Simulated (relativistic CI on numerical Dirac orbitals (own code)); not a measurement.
# Level scheme of Hf LXII

Method of calculation: Dirac-Coulomb-Breit CI, separate exchange-only KLI orbitals for each configuration, a model potential for QED, unscaled Slater integrals (own radial code, finite nucleus).

Configuration list (outside the closed core [Ne]): 3s, 3p, 3d, 4s, 4p, 4d, 4f, 5s, 5p, 5d, 5f, 5g, 6s, 6p, 6d. Levels of other configurations are missing.

The lowest level is 3s ²S1/2, with 100 % of that term; Hund's rules for 3s give ²S with J = 1/2, in agreement.

| No. | Configuration | Term | J | E (Ry) | % | Landé g | jj configuration (%) |
| --- | --- | --- | --- | --- | --- | --- | --- |
| 1 | 3s | ²S | 1/2 | 0.000 | 100 | 1.984 | 3s (100) |
| 2 | 3p | ²P° | 1/2 | 11.253 | 100 | 0.648 | 3p1/2 (100) |
| 3 | 3p | ²P° | 3/2 | 35.389 | 100 | 1.321 | 3p3/2 (100) |
| 4 | 3d | ²D | 3/2 | 48.669 | 100 | 0.786 | 3d3/2 (100) |
| 5 | 3d | ²D | 5/2 | 54.168 | 100 | 1.188 | 3d5/2 (100) |
| 6 | 4s | ²S | 1/2 | 223.594 | 100 | 1.992 | 4s (100) |
| 7 | 4p | ²P° | 1/2 | 228.244 | 100 | 0.656 | 4p1/2 (100) |
| 8 | 4p | ²P° | 3/2 | 238.123 | 100 | 1.327 | 4p3/2 (100) |
| 9 | 4d | ²D | 3/2 | 243.161 | 100 | 0.792 | 4d3/2 (100) |
| 10 | 4d | ²D | 5/2 | 245.539 | 100 | 1.194 | 4d5/2 (100) |
| 11 | 4f | ²F° | 5/2 | 248.187 | 100 | 0.850 | 4f5/2 (100) |
| 12 | 4f | ²F° | 7/2 | 249.229 | 100 | 1.137 | 4f7/2 (100) |
| 13 | 5s | ²S | 1/2 | 323.096 | 100 | 1.996 | 5s (100) |
| 14 | 5p | ²P° | 1/2 | 325.431 | 100 | 0.660 | 5p1/2 (100) |
| 15 | 5p | ²P° | 3/2 | 330.398 | 100 | 1.329 | 5p3/2 (100) |
| 16 | 5d | ²D | 3/2 | 332.864 | 100 | 0.795 | 5d3/2 (100) |
| 17 | 5d | ²D | 5/2 | 334.089 | 100 | 1.196 | 5d5/2 (100) |
| 18 | 5f | ²F° | 5/2 | 335.401 | 100 | 0.853 | 5f5/2 (100) |
| 19 | 5f | ²F° | 7/2 | 335.936 | 100 | 1.139 | 5f7/2 (100) |
| 20 | 5g | ²G | 7/2 | 336.118 | 100 | 0.884 | 5g7/2 (100) |
| 21 | 5g | ²G | 9/2 | 336.436 | 100 | 1.107 | 5g9/2 (100) |
| 22 | 6s | ²S | 1/2 | 375.829 | 100 | 1.998 | 6s (100) |
| 23 | 6p | ²P° | 1/2 | 377.160 | 100 | 0.662 | 6p1/2 (100) |
| 24 | 6p | ²P° | 3/2 | 380.000 | 100 | 1.331 | 6p3/2 (100) |
| 25 | 6d | ²D | 3/2 | 381.391 | 100 | 0.796 | 6d3/2 (100) |
| 26 | 6d | ²D | 5/2 | 382.102 | 100 | 1.197 | 6d5/2 (100) |

Energies count from the lowest computed level; ° marks odd parity. Filled j subshells are mostly left out of the jj labels.

The mean weight of the leading LS term, summed over parents, in these 26 levels is 100 %, and that of the leading jj configuration (from the same eigenvectors) 100 %.

At this charge energies of transitions that change n are usually good to better than 1 %, and those within a shell (Δn = 0) to a few per cent.
